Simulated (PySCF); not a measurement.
## Adding and removing an electron: PbS

RHF; Pb def2-SVPD with ECP60, S def2-SVPD; scalar-relativistic core potentials (PySCF 2.14). Neutral (RHF): singlet (closed shell), Re = 2.298 Å, ωe = 470 cm⁻¹, De = 2.01 eV, HOMO -9.16 eV, LUMO 0.03 eV.

PbS⁺ (UHF): doublet (π ↑), Re = 2.496 Å, ωe = 355 cm⁻¹. The energies at the minima are -589.27894 hartree for PbS and -589.01118 for PbS⁺.

(1) Work out the adiabatic ionisation energy, without and with harmonic zero-point energies (1 hartree = 27.2114 eV, 1 eV = 8065.5 cm⁻¹), and the change of the bond length.

These are scalar-relativistic numbers at best; spin–orbit coupling would shift them, the dissociation energy most. Where the molecule has an RHF reference, its open-shell atoms are computed with UHF. Hartree–Fock leaves out correlation, which carries a large part of most bond energies and some tenths to 1 eV of ionisation energies. States were picked by a PBE0 search and need not be the measured ground states.

Neutral and ion stand on different kinds of reference determinant, which adds to the error of the difference.

Answers

(1) At HF: 0.26776 hartree = 7.286 eV between the minima; the zero-point term (355.0 − 470.0)/2 cm⁻¹ = -0.007 eV makes it 7.279 eV. Re changes by +19.8 pm against the neutral. Minus the HOMO energy is 9.16 eV, +1.87 eV from the value between the minima; Hartree–Fock orbital energies leave out relaxation and correlation. The electron leaves a π orbital; in so polar a molecule the change of length follows mostly from the change of the ionic charges.
